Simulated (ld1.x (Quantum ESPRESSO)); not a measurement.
u(r) = r·R(r): atom against pseudo-atom (platinum (Pt))

Columns: radius, all-electron u(r) and pseudo u(r) of the 5p shell (level -56.02 eV) of platinum in the configuration [Kr] 4d10 4f14 5s2 5p6 5d9 6s1 6p0; PBE, scalar-relativistic, TM semilocal scheme, ld1.x (Quantum ESPRESSO) 7.5.

```json
{"r (bohr)": "0.080", "all-electron": "-0.0672", "pseudo": "-0.0128"}
{"r (bohr)": "0.160", "all-electron": "-0.3529", "pseudo": "-0.0505"}
{"r (bohr)": "0.240", "all-electron": "0.1954", "pseudo": "-0.1111"}
{"r (bohr)": "0.320", "all-electron": "0.5703", "pseudo": "-0.1920"}
{"r (bohr)": "0.400", "all-electron": "0.5258", "pseudo": "-0.2908"}
{"r (bohr)": "0.480", "all-electron": "0.2192", "pseudo": "-0.4067"}
{"r (bohr)": "0.560", "all-electron": "-0.1663", "pseudo": "-0.5401"}
{"r (bohr)": "0.640", "all-electron": "-0.5195", "pseudo": "-0.6895"}
{"r (bohr)": "0.720", "all-electron": "-0.7926", "pseudo": "-0.8449"}
{"r (bohr)": "0.800", "all-electron": "-0.9762", "pseudo": "-0.9842"}
{"r (bohr)": "0.880", "all-electron": "-1.0790", "pseudo": "-1.0792"}
{"r (bohr)": "0.960", "all-electron": "-1.1165", "pseudo": "-1.1165"}
{"r (bohr)": "1.040", "all-electron": "-1.1053", "pseudo": "-1.1053"}
{"r (bohr)": "1.120", "all-electron": "-1.0605", "pseudo": "-1.0605"}
{"r (bohr)": "1.200", "all-electron": "-0.9942", "pseudo": "-0.9942"}
{"r (bohr)": "1.280", "all-electron": "-0.9159", "pseudo": "-0.9159"}
{"r (bohr)": "1.360", "all-electron": "-0.8324", "pseudo": "-0.8324"}
{"r (bohr)": "1.440", "all-electron": "-0.7485", "pseudo": "-0.7485"}
{"r (bohr)": "1.520", "all-electron": "-0.6674", "pseudo": "-0.6674"}
{"r (bohr)": "1.600", "all-electron": "-0.5911", "pseudo": "-0.5911"}
{"r (bohr)": "1.680", "all-electron": "-0.5206", "pseudo": "-0.5206"}
{"r (bohr)": "1.760", "all-electron": "-0.4564", "pseudo": "-0.4564"}
{"r (bohr)": "1.840", "all-electron": "-0.3987", "pseudo": "-0.3987"}
{"r (bohr)": "1.920", "all-electron": "-0.3471", "pseudo": "-0.3471"}
{"r (bohr)": "2.000", "all-electron": "-0.3014", "pseudo": "-0.3014"}
{"r (bohr)": "2.080", "all-electron": "-0.2611", "pseudo": "-0.2611"}
```

**Question.** How many radial nodes do the two functions have?

**Answer.** The all-electron 5p function has n − l − 1 = 3 (the table is too coarse to show those close to the nucleus); the pseudo-wave has 0, since the states of the same l below it are removed with the core.

**Question.** At about which radius was the pseudo-wave matched?

**Answer.** 0.94 bohr, where the columns begin to agree (steps of 0.08 bohr).

**Question.** Where does each function peak?

**Answer.** Outermost all-electron maximum near 0.96 bohr, pseudo maximum near 0.96 bohr (to the table’s step).

**Question.** Is the pseudo-wave norm-conserving?

**Answer.** Yes: the TM semilocal scheme keeps the norm inside the radius equal to the all-electron one, which fixes the energy derivative of the logarithmic derivative at the level.
